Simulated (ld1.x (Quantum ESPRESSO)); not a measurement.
Varying the TM potential for I (Z = 53)

Base potential:

ld1.x (Quantum ESPRESSO) 7.5 input, shortened:

```
&input
   title='I', zed=53., rel=1, dft='PBE', iswitch=3,
   config='[Kr] 4d10 5s2 5p5'
 /
 &inputp
   pseudotype=2, tm=.true., lloc=1,
   nlcc=.false.
 /
3
5S  1  0   2.00   0.00  1.55  1.55  0.0
4D  3  2  10.00   0.00  1.40  1.40  0.0
5P  2  1   5.00   0.00  2.15  2.15  0.0
 &test
   configts(1)='4d10 5s2 5p5'
 /
```

All-electron outer shells of the reference configuration (PBE, scalar-relativistic, ld1.x):

| shell | level (eV) | outermost node (bohr) | outermost maximum (bohr) |
| --- | --- | --- | --- |
| 4s | -180.60 | 0.37 | 0.68 |
| 4p | -127.57 | 0.37 | 0.72 |
| 4d | -50.28 | 0.35 | 0.78 |
| 5s | -17.41 | 0.88 | 1.70 |
| 5p | -7.09 | 0.96 | 2.02 |

Cutoffs, loose and tight: the cutoffs (Ry, on a coarse ladder) from which the occupation-weighted sum of valence levels, in a spherical-Bessel basis at the reference potential, stays within 10 and 1 mRy of its value at 400 Ry. They do not see the model core or the augmentation charge, which bear on the density cutoff. Test errors are all-electron minus pseudo excitation energies from the reference, over the configurations 4d10 5s2 5p4; 4d10 5s2 5p3; 4d10 5s2 5p2; 4d10 5s2 5p1; 4d10 5s1 5p6; 4d10 5s2 5p5.3; 4d10 5s1 5p5. A dash means not determined; rows that change the core or the reference have their own tests.

A true bound ghost makes a file unfit for plane-wave use even where its test errors are small: the radial tests pick states by their node count and pass the ghost by.

```csv
change,outcome,"cutoff, loose","cutoff, tight",bound ghosts,largest test error (meV)
base,generated,110 Ry,180 Ry,none,+66
wave 5p (bound): rc 2.15 bohr becomes 5p (bound): rc 1.50 bohr,generated,110 Ry,200 Ry,s,+78
wave 5p (bound): rc 2.15 bohr becomes 5p (bound): rc 1.84 bohr,generated,110 Ry,180 Ry,none,+93
wave 5p (bound): rc 2.15 bohr becomes 5p (bound): rc 2.22 bohr,generated,110 Ry,180 Ry,none,+74
wave 5p (bound): rc 2.15 bohr becomes 5p (bound): rc 2.40 bohr,generated,110 Ry,180 Ry,none,+102
wave 5p (bound): rc 2.15 bohr becomes 5p (bound): rc 3.06 bohr,generated,110 Ry,180 Ry,s,-425
```

Question: What comes out with this change to the base: wave 5p (bound): rc 2.15 bohr becomes 5p (bound): rc 2.76 bohr?

Answer: outcome: generated; cutoff, loose: 110 Ry; cutoff, tight: 180 Ry; bound ghosts: s; largest test error (meV): +1000.

Reading the sweep of the p radius (base included, trends over the rows without a ghost): The loose cutoff stays near 110 Ry. The median size of the test errors (rows with all tests solved) is not monotonic: lowest 2.8 meV at 2.15 bohr, highest 11.0 meV at 2.4 bohr. Bound ghosts are found at 1.5, 2.76, 3.06 bohr.
